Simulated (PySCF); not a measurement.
Level of theory: PBE/[V def2-SVP, S def2-SVP, F def2-SVP], no relativity, density fitting, PySCF.

```xyz
5
charge 0 multiplicity 1, angstrom
V     0.0000    0.1919    0.1358
S     0.0000   -1.4559   -1.0302
F     1.4042    0.1771    1.1184
F    -1.4042    0.1771    1.1184
F     0.0000    1.5819   -0.8669
```

VSF3 (singlet), along the line from V1 (at 0) through S2 (at 2.019 Å).

Tabulate the fields along this line at -0.71, -0.50, -0.30, -0.10, 0.20, 0.40, 0.61, 0.81, 1.01, 1.21, 1.41, 1.61, 1.82, 2.12, 2.32, 2.52, 2.72, 2.93, 3.13 Å.


| distance (Å) | electron density (e/Å³) | electron localisation function | electrostatic potential (V) |
| --- | --- | --- | --- |
| -0.71 | 1.95 | 0.711 | 35.3 |
| -0.50 | 7.08 | 0.856 | 86.9 |
| -0.30 | 15.9 | 0.244 | 288 |
| -0.10 | 427 | 0.746 | 1800 |
| 0.20 | 55.1 | 0.488 | 604 |
| 0.40 | 10.2 | 0.675 | 155 |
| 0.61 | 3.65 | 0.696 | 54.8 |
| 0.81 | 1.36 | 0.358 | 25.8 |
| 1.01 | 0.994 | 0.48 | 18.3 |
| 1.21 | 1.18 | 0.736 | 24.3 |
| 1.41 | 1.47 | 0.299 | 49.5 |
| 1.61 | 4.17 | 0.188 | 119 |
| 1.82 | 63.5 | 0.853 | 421 |
| 2.12 | 184 | 0.265 | 1310 |
| 2.32 | 16.4 | 0.755 | 203 |
| 2.52 | 1.78 | 0.0975 | 74.8 |
| 2.72 | 1.07 | 0.743 | 31.7 |
| 2.93 | 0.623 | 0.917 | 13.8 |
| 3.13 | 0.305 | 0.889 | 6.11 |

On a grid of 0.10 Å the density has a local minimum along the bond near 1.01 Å from V, at 0.99 e/Å³, where the ELF is 0.48.
